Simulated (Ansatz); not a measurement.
`C[SiH2]C` + `[OH][Ti]([F])([SH])[Cl]` → `C[O][Ti]([F])([SH])[Cl]` + `C[SiH3]`  (substitution at a C–Si bond)

Gas-phase electronic energies from Ansatz, PBE0-D4/def2-TZVP geometries. CCSD(T)/CBS is the MP2 limit (def2-TZVPP, def2-QZVPP) plus CCSD(T) − MP2 in def2-TZVPP, frozen cores. This one scheme is used for every species. For Ti outer-core shells are correlated without core-valence functions, which leaves a few kJ/mol of doubt a bond. Scalar relativity is left out up to krypton. One conformer a species, not always the lowest.

```csv
level,ΔE (eV)
MP2/def2-TZVPP,0.76
MP2/def2-QZVPP,0.79
```

Question: What does CCSD(T)/CBS give? (Best estimate.)

Answer: Ansatz gave: +0.77 eV. The listed levels differ from it by -0.01, 0.02 eV.

Largest T1 diagnostic among the species: 0.025, so the coupled-cluster value is less sure than usual.

From PBE to PBE0 (25 % exact exchange), in def2-TZVPP and without D4, ΔE moves by +0.03 eV. In def2-TZVPP, CCSD(T) changes the Hartree–Fock value by +0.07 eV (the triples alone add −0.02 eV) and MP2 by +0.11 eV.
